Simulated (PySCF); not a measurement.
SMILES CC[O][Ge]([NH2])([NH2])[NH2] (C2H11GeN3O), GFN2-xTB optimised geometry.

```
18

C      1.53    -0.23     2.14
C      1.59    -0.18     0.62
O      0.75    -1.13     0.00
Ge    -1.03    -1.13     0.00
N     -1.41    -2.08    -1.50
N     -1.60     0.61     0.00
N     -1.84    -1.91     1.44
H      2.26     0.45     2.56
H      0.53     0.07     2.47
H      1.73    -1.24     2.49
H      2.61    -0.43     0.28
H      1.35     0.83     0.28
H     -2.03    -2.86    -1.36
H     -0.59    -2.40    -2.00
H     -2.61     0.69     0.07
H     -1.31     1.13    -0.82
H     -1.93    -1.31     2.25
H     -1.44    -2.78     1.74
```

Density from PBE0/def2-SVP (PySCF) at that geometry.

Minimum of the electron density along straight lines between bonded atoms, close to the bond critical point (lines longer than 1.1 times the sum of covalent radii, or with two minima, are not listed):

```
bond    length / Å  ρ at the minimum / e bohr⁻³  ∇²ρ there / e bohr⁻⁵  position (fraction from the first atom)
------  ----------  ---------------------------  --------------------  ---------------------------------------
C1–C2        1.522                        0.250                 -0.59                                     0.50
C2–O3        1.407                        0.255                 -0.38                                     0.34
O3–Ge4       1.778                        0.136                  0.66                                     0.53
Ge4–N5       1.820                        0.145                  0.43                                     0.47
Ge4–N6       1.826                        0.143                  0.41                                     0.47
Ge4–N7       1.827                        0.142                  0.42                                     0.47
C1–H8        1.087                        0.275                 -1.00                                     0.62
C1–H9        1.088                        0.276                 -1.00                                     0.62
C1–H10       1.088                        0.276                 -1.01                                     0.62
C2–H11       1.097                        0.281                 -1.06                                     0.63
C2–H12       1.096                        0.281                 -1.05                                     0.63
N5–H13       1.010                        0.331                 -1.52                                     0.76
N5–H14       1.010                        0.331                 -1.52                                     0.77
N6–H15       1.010                        0.331                 -1.51                                     0.76
N6–H16       1.012                        0.330                 -1.51                                     0.76
N7–H17       1.010                        0.331                 -1.52                                     0.76
N7–H18       1.011                        0.330                 -1.52                                     0.76
```
